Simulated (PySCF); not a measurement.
Input of a run (PBE0-D3(BJ)/def2-SVP geometry optimisation, gas phase (PySCF 2.14.0)), started from a GFN2-xTB structure with every atom displaced at random (by about 0.01 Å):
```
{"job": {"xc": "PBE0", "basis": "def2-SVP", "d3": "d3bj", "grid": 1, "shake": 0.01, "kind": "geom"}, "charge": 0, "multiplicity": 1}
Ge     1.445640    -0.033210    -0.462020
C     -0.411190     0.530310    -0.028350
C     -1.584590    -0.433620    -0.078040
C     -1.143730    -0.081010     1.111130
H      1.728110     0.151160    -1.933020
H      1.653730    -1.438850    -0.122320
H      2.458260     0.799700     0.268210
H     -0.612910     1.583580    -0.265100
H     -2.212750    -0.969740    -0.693570
H     -1.270140    -0.129240     2.182010
```

Output (energies in Eh, forces in Eh/bohr):
```
step   0  E = -2194.06289697  max force = 0.053116
step   1  E = -2194.06774090  max force = 0.021823
step   2  E = -2194.06949259  max force = 0.009056
step   3  E = -2194.06993165  max force = 0.005675
step   4  E = -2194.07009329  max force = 0.003701
step   5  E = -2194.07015520  max force = 0.001550
step   6  E = -2194.07018363  max force = 0.001250
step   7  E = -2194.07019569  max force = 0.000648
step   8  E = -2194.07019904  max force = 0.000369
optimisation converged
```

Problem. Summarise the run.

Solution. The energy falls by 19.2 kJ/mol over 9 energy and gradient evaluations, the largest force component goes from 0.0531 to 3.7e-04 Eh/bohr, and the atoms move by 0.052 Å rms after alignment. The bond that changes most is Ge1–H6 (ends: germanium bonded to C and 3 H; Ge–H hydrogen), which lengthens by 0.082 Å. Bonds longer at the end by more than 0.005 Å: 7 of 10; shorter: 3. Among the angles that change most is C3–C4–H10, from 147.7° to 150.5°. The energy never rose by more than 1e-6 Eh on the way. The first step brought 66 % of the lowering.

Problem. What are the final bond lengths?

Solution. Ge1–C2 1.959 Å, C2–C3 1.509 Å, C3=C4 1.295 Å, C2–C4 1.510 Å, Ge1–H5 1.544 Å, Ge1–H6 1.543 Å, Ge1–H7 1.544 Å, C2–H8 1.105 Å, C3–H9 1.087 Å, C4–H10 1.087 Å. Numbering counts from 1 in the input's order; the species is `[GeH3][CH]1C=C1`.

The run used 104 basis functions and 55 SCF cycles in all.

PBE0-D3(BJ)/def2-SVP frequencies: not computed here.
